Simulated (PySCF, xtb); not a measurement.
C3H3N2, SMILES C1C=N[N]C=1 (connectivity only; charge and spin as stated), charge -1, multiplicity 1.

Harmonic wavenumbers (cm⁻¹) from xtb with GFN2-xTB at its own minimum, in rising order: 599, 665, 756, 798, 813, 895, 901, 1062, 1062, 1141, 1199, 1285, 1386, 1404, 1488, 2970, 2975, 3011.

### Question
What does PBE-D3(BJ)/def2-SVPD (PySCF 2.14.0) give at its own minimum? (An estimate is asked for; the answer gives what the named calculation found.)

### Answer
622, 654, 687, 738, 769, 870, 896, 990, 1007, 1125, 1128, 1208, 1333, 1385, 1441, 3076, 3080, 3121. Paired by order, the mean absolute difference is 54 cm⁻¹ and the zero-point energies are 34.9 and 34.5 kcal/mol.
